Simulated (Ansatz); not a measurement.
`[F][Hf]([F])([F])[SH]` + HCl → `[F][Hf]([F])([SH])[Cl]` + H–F at 298.15 K and 1 bar (ligand exchange at the Hf–F bond).

Gas-phase electronic energies from Ansatz, PBE0-D4/def2-TZVP geometries. CCSD(T)/CBS is the MP2 limit (def2-TZVPP, def2-QZVPP) plus CCSD(T) − MP2 in def2-TZVPP, frozen cores. This one scheme is used for every species. def2 core potentials past Kr. For Hf outer-core shells are correlated without core-valence functions, which leaves a few kJ/mol of doubt a bond. Each species was taken in one conformer, which may not be the lowest.

```
                 species  CCSD(T)/CBS energy (Eh)  H − E (kJ/mol)  S (J/(mol·K))
 `[F][Hf]([F])([F])[SH]`               -745.95117            61.0          384.9
                     HCl               -460.38127            26.6          186.8
`[F][Hf]([F])([SH])[Cl]`              -1105.93208            59.8          391.9
                     H–F               -100.39570            33.5          173.6
```

H − E and S are ideal-gas, rigid-rotor, harmonic terms from PBE0-D4/def2-TZVP, for one conformer and one mirror image of each species. 1 Eh = 2625.50 kJ/mol, R = 8.31446 J/(mol·K).

Task: By hand: ΔE, ΔH, ΔS and ΔG.

Result: ΔE = (-1105.93208) + (-100.39570) − (-745.95117) − (-460.38127) = 0.00466 Eh = 12.2 kJ/mol. Δ(H − E) = 59.8 + 33.5 − 61.0 − 26.6 = 5.7, so ΔH = 17.9 kJ/mol. ΔS = 391.9 + 173.6 − 384.9 − 186.8 = -6.2 J/(mol·K). ΔG = 17.9 − 298.15 × (-6.2)/1000 = 19.7 kJ/mol.

Task: By hand: the equilibrium constant, and the temperature at which ΔG would vanish if ΔH and ΔS stayed fixed.

Result: log₁₀ K = −ΔG/(RT ln 10) = -3.5. ΔH and −TΔS have one sign here, so there is no such temperature.

The number of gas molecules stays the same, so ΔS is small and ΔH decides. A doubt of 5 kJ/mol in ΔE shifts log₁₀ K by 0.9 here. Other conformers and mirror images would add mixing entropy, several J/(mol·K) or more a flexible species. Modes under 60 cm⁻¹, often nearly free rotors, make the harmonic entropy too high. These are equilibria of isolated gas molecules and say nothing of rates. Largest T1 diagnostic: 0.016 (customary marks: 0.02 for closed shells, 0.045 for open ones).

ΔS is within the doubt of such terms, so its sign, and with it that verdict, could turn.
